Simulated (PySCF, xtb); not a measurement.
CF₃NOSi, SMILES O=C=N[Si](F)(F)F. The values are those of a single conformer.

Harmonic wavenumbers (cm⁻¹) from GFN2-xTB run with xtb 6.7.1 at its own minimum, in rising order: 19, 43, 170, 172, 253, 259, 265, 493, 495, 639, 887, 973, 981, 1579, 2536.

**Question.** What does PBE-D3(BJ)/def2-SVP run with PySCF 2.14.0 give at its own minimum? (The exact figures need the calculation; the answer reports its results.)

**Answer.** 45, 45, 240, 240, 319, 348, 348, 585, 585, 603, 857, 985, 985, 1521, 2429. Paired by order, the mean absolute difference is 55 cm⁻¹ and the zero-point energies are 14.0 and 14.5 kcal/mol.
